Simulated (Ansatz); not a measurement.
CH9BSi2, SMILES `BC[SiH2][SiH3]`, relaxed with RKS PBE0-D4/def2-TZVP in Ansatz from a PBE-D4/def2-SVP geometry. The force threshold is 0.005 eV/Å; the program also tests the step.

Total charge 0; spin multiplicity 1.

Start:

```xyz
13

B    -0.987    0.340   -1.522
C    -0.800    1.349   -0.374
Si    0.761    0.653    0.526
Si    0.602   -1.663    0.930
H    -1.646   -0.673   -1.348
H    -0.405    0.479   -2.585
H    -1.589    1.338    0.406
H    -0.524    2.385   -0.656
H     0.890    1.377    1.842
H     1.994    0.939   -0.289
H    -0.717   -1.984    1.581
H     1.713   -2.102    1.847
H     0.707   -2.437   -0.357
```

```csv
step,energy (eV),largest force (eV/Å),largest move (Å)
1,-17606.8139,0.518,0.000
2,-17606.8512,0.140,0.022
3,-17606.8540,0.090,0.013
4,-17606.8545,0.035,0.015
5,-17606.8549,0.010,0.023
6,-17606.8550,0.011,0.018
7,-17606.8551,0.010,0.021
8,-17606.8551,0.006,0.005
9,-17606.8551,0.003,0.002
```

End:

```xyz
13

B    -0.984    0.351   -1.542
C    -0.784    1.324   -0.378
Si    0.747    0.645    0.536
Si    0.606   -1.657    0.946
H    -1.656   -0.631   -1.399
H    -0.407    0.504   -2.581
H    -1.577    1.317    0.374
H    -0.511    2.348   -0.648
H     0.864    1.366    1.833
H     1.973    0.924   -0.260
H    -0.666   -1.980    1.647
H     1.744   -2.091    1.802
H     0.652   -2.419   -0.330
```

Hardware: 4 threads of an Arm Neoverse V2 on a shared host. Wall time 30 s, peak host memory 0.48 GiB.
